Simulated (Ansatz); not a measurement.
K3H3⁺, relaxed as a doublet with UKS B3LYP-D4/def2-TZVP in Ansatz, starting from the GFN1-xTB geometry. Force threshold 0.02 eV/Å.

In the doublet, H5 and H6 lie 0.75 Å apart (atoms count from 1), so H2 has formed as a molecule. The structure comes from a short search, and lower isomers may exist.

Start:

Cartesian coordinates in Å:
```
K 0.795 -2.771 1.404
K -0.115 0.538 -0.135
K -2.620 -2.951 -0.938
H 1.455 -0.516 1.261
H -0.125 2.849 -0.925
H 0.610 2.850 -0.667
```

```csv
step,energy (eV),largest force component (eV/Å),SCF passes
1,-49019.2826,0.976,16
2,-49019.4782,0.340,18
3,-49019.6001,0.201,17
4,-49019.6811,0.300,17
5,-49019.7561,0.170,16
6,-49019.8490,0.085,18
7 (rejected),-49019.8423,0.154,17
8,-49019.8567,0.041,19
9,-49019.8587,0.008,17
10,-49019.8590,0.015,12
```

Force components are those of the run's own axes.

End:

Cartesian coordinates in Å:
```
K 1.367 -3.266 1.909
K -0.063 0.639 0.006
K -3.058 -3.463 -1.092
H 1.057 -1.056 1.186
H 0.005 3.574 -1.148
H 0.693 3.571 -0.861
```

Bonds lost: K1–K3, K2–K3, K2–H5, K2–H6 (atoms count from 1).

The force fell under the threshold at step 9, but the optimiser went on. No frequencies were taken in this run, so the end may be a saddle point.

Hardware: 4 threads of Arm Neoverse V1 on a shared host. Wall time 23 s.
